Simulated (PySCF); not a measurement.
# Basis and Hamiltonian dependence of the ionisation energy of Be²⁺

Be²⁺ 1s2 (1S) → Be³⁺ 1s1 (2S). Calculated with PySCF 2.14 from differences of total energies of unrestricted determinants, without spin-orbit coupling. Values in eV.

```tsv
basis	Hamiltonian	functions	UHF	MP2 (valence)	CCSD(T) (valence)
cc-pVDZ	non-relativistic	14	153.97	153.98	153.98
6-31G*	non-relativistic	14	153.94	153.95	153.95
jorge-DZP-DKH	spin-free X2C	15	152.86	153.20	153.25
x2c-TZVPall	spin-free X2C	19	152.81	153.53	153.62
aug-cc-pVDZ	non-relativistic	23	153.97	153.98	153.98
cc-pVTZ	non-relativistic	30	153.25	153.37	153.37
```

Frozen in the all-electron rows: valence: nothing.

At CCSD(T) (valence), cc-pVTZ lies more than 0.3 eV from the median of the rows with comparable relativity. Sets contracted for the neutral atom can be stiff in a shell that they treat as core.

Reference for a calculation without spin-orbit coupling: 153.90 (t) eV (theoretical estimate listed by NIST; NIST).
